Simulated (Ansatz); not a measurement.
This geometry of CHBrI (4 atoms, charge -1, multiplicity 1) is a first-order saddle point.

Method: RKS PBE-D4/def2-SVP (Ansatz 0.2.0).

```xyz
4
Properties=species:S:1:pos:R:3
Br -1.772 -0.037 -0.523
C 0.067 0.206 -0.073
I 1.126 -1.303 0.937
H 0.578 1.134 -0.340
```

Question: Which two structures does it join? (They come from a converged band through this point; their orientation in space is the band's.)

Answer: No bond is made or broken. The height of C2 over the plane of its neighbours goes from 0.81 to -0.81 Å. The two ends are copies of one structure, up to a mirror image or an exchange of like atoms.

Initial state:

```xyz
4
Properties=species:S:1:pos:R:3
Br -1.824 0.110 -0.353
C 0.232 0.054 -0.649
I 1.156 -1.204 1.129
H 0.436 1.040 -0.126
```

Final state:

```xyz
4
Properties=species:S:1:pos:R:3
Br -1.777 -0.013 -0.551
C 0.015 0.633 0.280
I 1.191 -1.298 0.978
H 0.572 0.678 -0.707
```

Question: How far does it lie above each of them?

Answer: 28.5 kcal/mol above the first and 28.5 kcal/mol above the second. This is the barrier of this one path; another mechanism may lie lower. Limits of this set-up: an anion without diffuse functions, the dipole of an ion depends on the origin.

Time of the run: 36 s on 1 thread of AMD EPYC 9R45 96-Core Processor (Zen 5), on a shared host, peak memory 0.2 GiB.
